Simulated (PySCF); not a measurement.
## Assigning NMR signals

Bonds (- single, = double, # triple, : aromatic): C1=C2 1.322 Å, C2-C3 1.503 Å, C3-F4 1.377 Å, C2-C5 1.509 Å, C5-C6 1.519 Å, C6-F7 1.341 Å, C6-F8 1.342 Å, C6-F9 1.341 Å. C1 carries H10, H11; C3 carries H12, H13; C5 carries H14, H15. H10 is cis to C3; H11 is trans to C3.

[PySCF 2.14: GIAO PBE0/pcSseg-1 shieldings; geometry from GFN2-xTB; non-relativistic; one conformer; one averaged value for each set of equivalent atoms; no solvent]

Referencing at the same level of theory: 13C, 1H against TMS.

Q: Assign these signals to the numbered atoms. 13C{1H} NMR (computed): δ 146.1, 135.0, 128.8, 88.5, 39.1.

A: 
| δ (ppm) | atoms | environment | reason |
| --- | --- | --- | --- |
| 146.1 | C2 | fully substituted alkene carbon | as expected for a trigonal carbon in a double bond |
| 135.0 | C6 | CF3 carbon | 3 electronegative neighbours deshield it |
| 128.8 | C1 | terminal =CH2 carbon | the olefinic region |
| 88.5 | C3 | allylic sp3 CH2 bonded to F | deshielded by the electronegative neighbour |
| 39.1 | C5 | allylic sp3 CH2 | aliphatic region, no heteroatom directly attached |

Q: Assign these signals to the numbered atoms. 1H NMR (400 MHz, computed): δ 5.81 (m, 1H), 5.69 (m, 1H), 5.30 (m, 2H), 3.05 (m, 2H).

A: 
| δ (ppm) | atoms | environment | reason |
| --- | --- | --- | --- |
| 5.81 | H10 | hydrogen on a terminal =CH2 carbon | a vinylic proton, deshielded by the sp2 carbon and the C=C anisotropy |
| 5.69 | H11 | hydrogen on a terminal =CH2 carbon | – |
| 5.30 | H12/H13 | hydrogen on an allylic sp3 CH2 bonded to F | its carbon carries F, hence the downfield position |
| 3.05 | H14/H15 | hydrogen on an allylic sp3 CH2 | allylic position |

Splittings by 19F in the carbon and heteronuclear signals aren't shown, as no couplings were computed. Shifts are as computed. Against solution values, carbons near 30 ppm lie about +3 ppm off and those near 130 ppm about +5 ppm. Of 1211 compounds with measured shifts, 218 miss one by over three times the rms of a fit or turn the order of signals round; such compounds aren't used in these exercises. Multiplicities follow the n + 1 count of equivalent neighbours, as no J values were calculated; m marks all less simple cases, F and P coupling included.
